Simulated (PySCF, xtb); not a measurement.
Ge(H)(F)(NH2)2 (FGeH₅N₂), SMILES [NH2][GeH]([NH2])[F].

xtb with GFN2-xTB at its own geometry gives an orbital gap of 7.53 eV and a dipole moment of 2.73 D.

The structure is a stationary point at PBE0-D3(BJ)/def2-SVP. The structure was generated by enumeration, and PubChem lists no compound with its InChIKey, so it may never have been made. One conformer was computed; it need not be the lowest.

**Question.** What does ωB97X/def2-TZVP in PySCF give? (An estimate is asked for; the answer gives what the named calculation found.)

**Answer.** gap 12.90 eV (levels -10.15 and 2.75 eV), dipole 2.00 D.
